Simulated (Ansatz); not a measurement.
Start from `C[O][In]([OH])[O][SiH3]` and change one atom or group to get `C[O][In]([OH])[Br]`.

Ansatz, PBE0-D4/def2-TZVP geometries, multiplicity 1. Each molecule was computed in one conformer, which needn't be the lowest.

Elements past krypton have def2 core potentials. Scalar relativity is left out up to krypton.

```tsv
property	`C[O][In]([OH])[O][SiH3]`
size of the dipole moment (ωB97M-V/def2-TZVPP) / D	0.54
LUMO energy (B3LYP/def2-TZVPP) / eV	-2.48
HOMO–LUMO gap (PBE/def2-TZVPP) / eV	3.41
HOMO energy (B3LYP/def2-TZVPP) / eV	-7.79
HOMO–LUMO gap (B3LYP/def2-TZVPP) / eV	5.31
HOMO energy (PBE0/def2-TZVPP) / eV	-8.01
```

What does the change do to each property? (Best estimate.)

The calculation gave: 
| property | `C[O][In]([OH])[Br]` | shift |
| --- | --- | --- |
| size of the dipole moment (ωB97M-V/def2-TZVPP) / D | 1.48 | 0.94 |
| LUMO energy (B3LYP/def2-TZVPP) / eV | -2.56 | -0.08 |
| HOMO–LUMO gap (PBE/def2-TZVPP) / eV | 3.29 | -0.12 |
| HOMO energy (B3LYP/def2-TZVPP) / eV | -7.70 | 0.09 |
| HOMO–LUMO gap (B3LYP/def2-TZVPP) / eV | 5.14 | -0.17 |
| HOMO energy (PBE0/def2-TZVPP) / eV | -7.93 | 0.08 |

With PBE0 the HOMO rises by 0.08 eV and the LUMO falls by 0.10 eV, so the gap narrows by about 0.18 eV. PBE moves the HOMO by 0.06 eV and ωB97M-V by 0.09 eV. Dipoles are sizes alone; their direction can turn.

B3LYP here is the variant with VWN-RPA as its local correlation; programs differ in this.

Spin–orbit coupling is left out; it splits and shifts lone-pair levels of the heavy atoms by tenths of an eV.
